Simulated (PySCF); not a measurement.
1,1-difluorobut-1-ene (C4H6F2), SMILES CCC=C(F)F. Geometry: PBE-D3(BJ)/def2-SVP. One conformer was computed; it need not be the lowest.

Computed equilibrium geometry at PBE-D3(BJ)/def2-SVP (PySCF confirms it by a frequency run) as a Z-matrix (one conformer of several):
```
C
H 1 1.1092
H 1 1.1132 2 106.03
C 1 1.5028 2 109.43 3 -117.39
C 4 1.3394 1 124.35 2 -6.05
F 5 1.3286 4 124.96 1 -179.10
F 5 1.3315 6 110.09 4 179.59
H 4 1.1008 5 115.97 6 -0.79
C 1 1.5355 2 110.01 3 117.75
H 9 1.1088 1 111.09 2 61.23
H 9 1.1088 10 108.05 1 122.18
H 9 1.1097 10 107.43 11 115.85
```
